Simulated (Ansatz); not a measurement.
System: GaF, charge 1, doublet. GaF+ (parent SMILES [Ga][F], doublet).
B3LYP-D3(BJ)/def2-TZVP minimum from Ansatz (a quantum-chemistry and plane-wave program):
```
Ga
F 1 1.7236
```
Charge +1, spin multiplicity 2.

Total energies in aug-cc-pVTZ, 9 correlated electrons, 15 frozen orbitals. UHF or UKS for unpaired electrons; spin-orbit terms are left out. Cores are frozen in correlated methods (noble-gas shells, and filled d and f shells in the p block). No relativity. The spin of FGa+ (parent SMILES [F][Ga], doublet) was assumed, and the state is the lowest solution found for it.

```csv
method,program,energy (Eh),minus CCSDT(Q) (mEh)
HF,Ansatz,-2022.48404,304.14
MP2,Ansatz,-2022.77898,9.20
CCSD,Ansatz,-2022.77666,11.52
CCSD(T),Ansatz,-2022.78746,0.72
CCSDT(Q),Ansatz,-2022.78818,0.00
```
